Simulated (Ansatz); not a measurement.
A nudged elastic band was laid between two geometries of C₂H₇FN₂Te (13 atoms, charge 0, multiplicity 1).

All numbers below come from Ansatz, RKS B3LYP/def2-SVP.

```
movable images  : 7
climbing image  : yes
spring          : 5.0 eV/Å²
optimiser       : quadratic models (default)
start path      : through a guess of the saddle point
force threshold : 0.05 eV/Å
iteration limit : 30
end points      : relaxed
```

Image 0:

```xyz
13
Properties=species:S:1:pos:R:3
C -1.024 -1.811 1.190
Te 1.009 -1.089 0.881
C 0.363 0.734 -0.326
N 0.153 0.556 -1.716
N 1.373 1.690 -0.120
F -0.881 1.093 0.207
H -1.395 -2.328 0.296
H -1.004 -2.505 2.041
H -1.646 -0.939 1.424
H 0.993 0.201 -2.168
H -0.619 -0.081 -1.900
H 1.180 2.540 -0.655
H 1.516 1.904 0.863
```

Image 8:

```xyz
13
Properties=species:S:1:pos:R:3
C -0.993 -1.815 1.191
Te 0.981 -0.908 1.229
C 0.336 0.666 -0.214
N 0.049 0.087 -1.483
N 1.351 1.660 -0.225
F -0.883 1.182 0.236
H -1.281 -1.895 0.135
H -0.923 -2.811 1.648
H -1.698 -1.183 1.742
H 0.895 -0.262 -1.928
H -0.420 0.761 -2.092
H 1.143 2.388 -0.913
H 1.464 2.095 0.691
```

(1) Which bonds break or form, and what moves?

(2) What energy profile does the band end with?

(3) What is the geometry of the highest image?

(4) What are the harmonic wavenumbers there?

The band took 11 iterations and roughly 16 core-minutes.

Results:

(1) No bond is made or broken. The height of N4 over the plane of its neighbours goes from 0.35 to -0.35 Å.

(2) It converged. The highest image is number 5 of 0 to 8, 0.199 eV above the first end and 0.073 eV above the last; the last end lies 0.126 eV above the first. A vibrational analysis at the climbing image gives one clearly imaginary mode, 495i cm⁻¹: a first-order saddle point.

```json
{"image": "0", "path coordinate (Å)": "0.00", "energy (eV)": "0.000", "height of N4 over the plane of its neighbours (Å)": "0.35"}
{"image": "1", "path coordinate (Å)": "0.29", "energy (eV)": "0.001", "height of N4 over the plane of its neighbours (Å)": "0.35"}
{"image": "2", "path coordinate (Å)": "0.57", "energy (eV)": "0.005", "height of N4 over the plane of its neighbours (Å)": "0.35"}
{"image": "3", "path coordinate (Å)": "0.86", "energy (eV)": "0.018", "height of N4 over the plane of its neighbours (Å)": "0.33"}
{"image": "4", "path coordinate (Å)": "1.15", "energy (eV)": "0.105", "height of N4 over the plane of its neighbours (Å)": "0.18"}
{"image": "5", "path coordinate (Å)": "1.43", "energy (eV)": "0.199", "height of N4 over the plane of its neighbours (Å)": "-0.09"}
{"image": "6", "path coordinate (Å)": "1.71", "energy (eV)": "0.160", "height of N4 over the plane of its neighbours (Å)": "-0.28"}
{"image": "7", "path coordinate (Å)": "1.98", "energy (eV)": "0.134", "height of N4 over the plane of its neighbours (Å)": "-0.34"}
{"image": "8", "path coordinate (Å)": "2.26", "energy (eV)": "0.126", "height of N4 over the plane of its neighbours (Å)": "-0.35"}
```

(3) 
```xyz
13
Properties=species:S:1:pos:R:3:forces:R:3
C -0.993 -1.794 1.167 0.01 0.00 -0.01
Te 0.974 -0.879 1.301 0.00 0.00 0.01
C 0.374 0.695 -0.229 0.01 -0.01 -0.01
N 0.147 0.197 -1.519 0.01 -0.01 -0.01
N 1.393 1.668 -0.189 -0.01 0.00 0.00
F -0.873 1.169 0.201 -0.01 0.02 0.01
H -1.212 -1.947 0.101 0.00 -0.01 0.00
H -0.963 -2.759 1.689 0.00 0.00 -0.01
H -1.736 -1.130 1.623 -0.01 0.00 0.01
H 0.937 -0.020 -2.110 -0.01 0.00 0.00
H -0.772 0.300 -1.923 0.00 0.00 0.00
H 1.200 2.429 -0.844 0.00 0.00 0.00
H 1.545 2.038 0.748 0.00 0.00 0.00
```

(4) 495i, 49, 107, 132, 173, 239, 269, 307, 418, 472, 499, 518, 633, 779, 830, 838, 856, 1020, 1161, 1230, 1252, 1348, 1431, 1447, 1560, 1608, 3056, 3169, 3186, 3479, 3594, 3617, 3758 cm⁻¹.

The run took 8 min on 2 threads of Arm Neoverse V1, on a shared host, peak memory 0.43 GiB.
